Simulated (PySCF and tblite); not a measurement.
The numbers below are computed, except where a source is named.
System: C₄H₁₁NSi, numbered as in [CH3:1][N:2]1[CH2:3][CH2:4][SiH2:5][CH2:6]1.

Motion: pyramidal inversion at N2. GFN2-xTB gives an electronic barrier of 6.7 kcal/mol and a reaction energy of 0.3 kcal/mol.

Q: What does B3LYP/pcSseg-1 + D3(BJ) give on GFN2-xTB geometries?

A: A barrier of 7.4 kcal/mol, 0.7 above the tight-binding barrier (from unrounded values), a reaction energy of 3.4 kcal/mol and, with GFN2-xTB thermal terms, ΔG‡(298 K) = 6.3 kcal/mol and k = 1.6×10⁸ s⁻¹ (1 equivalent path).

Programs: tblite and PySCF.
